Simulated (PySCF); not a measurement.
# Electron correlation in N²⁺ (nitrogen, charge +2)

[He] 2s2 2p1, 2P determinant. Calculation: PySCF 2.14, in x2c-SVPall; scalar relativity by spin-free X2C-1e. Frozen: 1s2; 3 electrons correlated.

MP2 pair energies summed by pair of shells (mhartree):

| pair | energy | share (%) |
| --- | --- | --- |
| 2s-2s | -29.91 | 64.0 |
| 2s-2p | -16.81 | 36.0 |

Total MP2 correlation energy: -46.72 mhartree.

Same-spin part -2.35 and opposite-spin part -44.37 mhartree; SCS-MP2 scales them by 1/3 and 6/5 to -54.03 mhartree.

```csv
level,correlation energy (mhartree)
CCSD,-75.67
(T),-0.63
CCSD(T),-76.30
```

Diagnostics: T1 = 0.0065, D1 = 0.0117, largest double amplitude 0.143.

Cost of the coupled-cluster step: 0.07 s of wall time on 1 thread of Neoverse-V2 (shared host), for 3 correlated electrons.

Iterations:

```
CC2 = 0
CCSD nocc = (np.int64(2), np.int64(1)), nmo = (13, 13)
frozen orbitals [[0], [0]]
max_cycle = 100
direct = 0
conv_tol = 1e-08
conv_tol_normt = 1e-06
diis_space = 8
diis_start_cycle = 0
Init t2, MP2 energy = -0.0467232015748837
Init E_corr(UCCSD) = -0.046723201575353
cycle = 1  E_corr(UCCSD) = -0.0629746408592662  dE = -0.0162514393  norm(t1,t2) = 0.0544526
cycle = 2  E_corr(UCCSD) = -0.069631691449837  dE = -0.00665705059  norm(t1,t2) = 0.0267321
cycle = 3  E_corr(UCCSD) = -0.075772994391868  dE = -0.00614130294  norm(t1,t2) = 0.0136666
cycle = 4  E_corr(UCCSD) = -0.0756473266219185  dE = 0.00012566777  norm(t1,t2) = 0.000824668
cycle = 5  E_corr(UCCSD) = -0.0756837728676338  dE = -3.64462457e-05  norm(t1,t2) = 0.00011167
cycle = 6  E_corr(UCCSD) = -0.0756681969305924  dE = 1.5575937e-05  norm(t1,t2) = 2.79171e-05
cycle = 7  E_corr(UCCSD) = -0.0756734565658054  dE = -5.25963521e-06  norm(t1,t2) = 1.08145e-05
cycle = 8  E_corr(UCCSD) = -0.0756731834694948  dE = 2.73096311e-07  norm(t1,t2) = 1.07401e-06
cycle = 9  E_corr(UCCSD) = -0.0756731228569471  dE = 6.06125477e-08  norm(t1,t2) = 2.76627e-07
cycle = 10  E_corr(UCCSD) = -0.0756730633082698  dE = 5.95486773e-08  norm(t1,t2) = 1.39769e-07
cycle = 11  E_corr(UCCSD) = -0.0756730606459221  dE = 2.66234769e-09  norm(t1,t2) = 6.52205e-09
UCCSD converged
E(UCCSD) = -52.84691948203579  E_corr = -0.07567306064592208
UCCSD(T) correction = -0.000626594959524608
```
